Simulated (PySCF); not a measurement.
# A single-point calculation

[WH4]+ (doublet). PySCF 2.14.0, UKS PBE, W def2-SVP with ECP60, H def2-SVP; non-relativistic Hamiltonian with scalar-relativistic core potentials where named; density fitting; no spin-orbit coupling. Purpose: level PBE.

```python
mol = gto.M(atom='''
W      0.58990     0.09333     0.00000
H      2.21351    -0.38518    -0.00000
H     -1.39403     1.25960     0.00000
H     -1.70557     0.54767     0.00000
H     -0.25556    -1.35254    -0.00000''',
    basis={'W': 'def2-SVP', 'H': 'def2-SVP'},
    ecp={'W': 'def2-SVP'},
    charge=1, spin=1)
mf = dft.UKS(mol, xc='PBE')
mf.grids.atom_grid = (75, 302)
mf = mf.density_fit()  # fitting sets: W def2-universal-JKFIT, H def2-universal-JKFIT
mf.conv_tol = 1e-08; mf.max_cycle = 55
mf.kernel(dm0)  # dm0: converged density of the relaxed state
mf.nuc_grad_method().kernel()
```

Run from Python with OMP_NUM_THREADS=2; the lines above give its settings. Where DIIS fails, smearing, a level shift and second-order steps follow.
It took 5.9 s on 2 threads of Intel(R) Xeon(R) Processor @ 2.50GHz (Skylake/Cascade Lake) (shared host), from an already converged density.

Task: Where do the frontier levels lie, over both spins?

Result: HOMO -11.90 eV, LUMO -11.94 eV. The relaxed reference isn't the lowest spin state tried. The state is spin-contaminated. An empty level of one spin lies below a filled level of the other.

Task: What does the SCF print?

Result: 
```
init E= -69.0067261057892
cycle= 1 E= -69.0078481812521  delta_E= -0.00112  |g|= 0.0187  |ddm|= 0.159
cycle= 2 E= -69.0072634342812  delta_E= 0.000585  |g|= 0.0353  |ddm|= 0.0788
cycle= 3 E= -69.0081176145745  delta_E= -0.000854  |g|= 0.0018  |ddm|= 0.0503
cycle= 4 E= -69.0081212436944  delta_E= -3.63e-06  |g|= 0.000941  |ddm|= 0.00667
...
cycle= 7 E= -69.0081228616231  delta_E= -3.61e-08  |g|= 4.7e-05  |ddm|= 0.00061
cycle= 8 E= -69.0081228684114  delta_E= -6.79e-09  |g|= 2.96e-05  |ddm|= 0.000632
Extra cycle  E= -69.008122870452  delta_E= -2.04e-09  |g|= 2.09e-05  |ddm|= 0.000293
converged SCF energy = -69.008122870452  <S^2> = 1.7358523  2S+1 = 2.8184055
```

Task: What are the Mulliken charges and spins?

Result: 
```json
{"atom": "W1", "charge (e)": "0.855", "spin (e)": "1.044"}
{"atom": "H2", "charge (e)": "-0.053", "spin (e)": "-0.007"}
{"atom": "H3", "charge (e)": "0.090", "spin (e)": "-0.003"}
{"atom": "H4", "charge (e)": "0.119", "spin (e)": "-0.015"}
{"atom": "H5", "charge (e)": "-0.010", "spin (e)": "-0.019"}
```

Task: What forces act on the atoms (eV/Å)?

Result: 
```
W   -0.09  0.21  0.00
H    0.13 -0.07  0.00
H    0.13  0.35  0.00
H   -0.15 -0.31  0.00
H   -0.02 -0.17  0.00
```
Forces carry noise of the integration grid, about 0.01 to 0.03 eV/Å.

The geometry was relaxed with r2SCAN (W def2-SVP with ECP60, H def2-SVP).

Open shells may have lower solutions than the one found.
